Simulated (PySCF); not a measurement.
but-3-ene-1-selenol (C4H8Se), SMILES C(CC=C)[SeH].

Geometry: PBE0-D3(BJ)/def2-SVP. Other conformers were not sampled.

Calculation: PBE0-D3(BJ)/def2-SVP (PySCF).

Frequencies are harmonic and unscaled.

| mode | ν (cm⁻¹) | IR (km/mol) | moving atoms (share of kinetic energy) |
|---|---|---|---|
| 1 | 83 | 0.4 | C 66 %, H 27 % |
| 2 | 93 | 0.7 | C 58 %, H 38 % |
| 3 | 179 | 4.5 | H 73 %, C 24 % |
| 4 | 208 | 4.3 | H 50 %, C 39 %, Se 11 % |
| 5 | 281 | 0.1 | C 51 %, H 26 %, Se 23 % |
| 6 | 429 | 1.3 | C 54 %, H 46 % |
| 7 | 598 | 3.9 | H 49 %, C 44 % |
| 8 | 678 | 5.3 | H 75 %, C 24 % |
| 9 | 716 | 7.3 | H 61 %, C 37 % |
| 10 | 816 | 10.9 | H 80 %, C 20 % |
| 11 | 941 | 2.2 | H 67 %, C 33 % |
| 12 | 949 | 40.1 | H 74 %, C 26 % |
| 13 | 970 | 0.3 | H 54 %, C 46 % |
| 14 | 1034 | 12.2 | H 88 %, C 12 % |
| 15 | 1069 | 2.0 | C 67 %, H 33 % |
| 16 | 1097 | 13.3 | H 70 %, C 30 % |
| 17 | 1203 | 2.7 | H 66 %, C 34 % |
| 18 | 1219 | 8.7 | H 76 %, C 24 % |
| 19 | 1290 | 2.5 | H 89 %, C 11 % |
| 20 | 1307 | 1.5 | H 79 %, C 21 % |
| 21 | 1334 | 4.6 | H 67 %, C 33 % |
| 22 | 1427 | 1.8 | H 84 %, C 16 % |
| 23 | 1443 | 0.6 | H 92 %, C 8 % |
| 24 | 1459 | 8.8 | H 88 %, C 12 % |
| 25 | 1742 | 8.1 | C 88 %, H 12 % |
| 26 | 2448 | 21.3 | H 99 % |
| 27 | 3056 | 8.2 | H 94 % |
| 28 | 3089 | 9.8 | H 94 % |
| 29 | 3113 | 5.0 | H 91 %, C 9 % |
| 30 | 3151 | 12.3 | H 94 % |
| 31 | 3159 | 5.2 | H 91 %, C 9 % |
| 32 | 3163 | 5.4 | H 92 %, C 8 % |
| 33 | 3260 | 7.3 | H 89 %, C 11 % |
